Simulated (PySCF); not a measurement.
**Te⁺ (tellurium, charge +1) across methods**

[Kr] 4d10 5s2 5p2 6s1, 6s spin antiparallel (an excited configuration). Calculation: PySCF 2.14, in aug-cc-pV5Z-PP with ECP28MDF; a scalar-relativistic core potential.

```
method  E (hartree)  mean ε 5s β (eV)  mean ε 5p α (eV)  mean ε 6s β (eV)  Σ⟨r²⟩ (bohr²)   ⟨S²⟩
r2SCAN    -267.3864           -25.810           -17.674            -6.851          64.97  1.754
  PBE0    -267.2956           -27.002           -18.480            -7.149          65.36  1.752
   UHF   -266.33840           -29.213           -21.846            -7.900          70.54  1.758
   LDA    -266.8806           -26.561           -17.336            -6.794          65.63  1.751
M06-2X    -267.2510           -27.071           -19.736            -7.846          65.16  1.754
```

⟨L²⟩ = 3.14 against 2 for a pure P term, so this real determinant mixes terms. Energies and moments cover only the electrons outside the core potential. The outer electron is Rydberg-like, and this basis confines it to a smaller radius and binds it less than a complete one would. With the s spin flipped the determinant is a mixture of two multiplicities, not a spectroscopic state.
